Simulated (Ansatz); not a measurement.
Species: CH3ClGa, charge 1, singlet. CH3ClGa+ (SMILES [CH3][Ga+][Cl]).
B3LYP-D3(BJ)/def2-TZVP minimum from Ansatz (a quantum-chemistry and plane-wave program):
```
C
H 1 1.0898
H 1 1.0898 2 111.27
H 1 1.0898 2 111.27 3 124.71
Ga 1 1.9293 2 107.60 3 -117.64
Cl 5 2.0530 2 155.30 1 -180.00
```
Charge +1, spin multiplicity 1.

Total energies in def2-SVP, 16 correlated electrons, 20 frozen orbitals. UHF or UKS for unpaired electrons; spin-orbit terms are left out. Correlated methods leave the cores frozen (noble-gas shells, and filled d and f shells in the p block). No relativity. The spin of CH3ClGa+ ([CH3][Ga+][Cl], singlet) was assumed, and the state is the lowest solution found for it.

```json
[
 {"method": "HF", "program": "Ansatz", "energy (Eh)": "-2421.73913", "minus CCSDT(Q) (mEh)": "365.99"},
 {"method": "MP2", "program": "Ansatz", "energy (Eh)": "-2422.06089", "minus CCSDT(Q) (mEh)": "44.24"},
 {"method": "CCSD", "program": "Ansatz", "energy (Eh)": "-2422.09360", "minus CCSDT(Q) (mEh)": "11.52"},
 {"method": "CCSD(T)", "program": "Ansatz", "energy (Eh)": "-2422.10352", "minus CCSDT(Q) (mEh)": "1.61"},
 {"method": "CCSDT(Q)", "program": "Ansatz", "energy (Eh)": "-2422.10512", "minus CCSDT(Q) (mEh)": "0.00"}
]
```

Rough core times of Ansatz's runs on a shared machine: CCSD(T) under 20 s, CCSDT(Q) 2 min.
